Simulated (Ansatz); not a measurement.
A structure relaxed at B3LYP-D4/def2-SVP in Ansatz, charge 0, singlet:

```tsv
atom	x (Å)	y (Å)	z (Å)
Si1	0.923	1.240	-1.286
Si2	1.138	-1.357	0.891
Si3	-1.171	-0.951	1.332
Si4	0.992	-1.144	-1.279
Cl5	-0.676	1.050	1.969
Cl6	-1.206	1.162	-1.627
```

Task: Give its formula and point group.

Result: Si₄Cl₂. Point group C2 (tolerance 0.1 Å).

Task: Summarise the bond lengths by kind (pairs closer than 1.2 times the sum of covalent radii, bridged metal pairs left out).

Result: 3 × Si–Si 2.19 to 2.39 Å; 2 × Cl–Si 2.16 Å.

The restricted singlet is unstable towards broken spin symmetry in Hartree–Fock (as tested in another run); at B3LYP-D4/def2-SVP this wasn't settled. Another isomer (singlet) lies 1.28 eV lower at PBE0-D4/def2-TZVP; other spin states weren't run for this one.
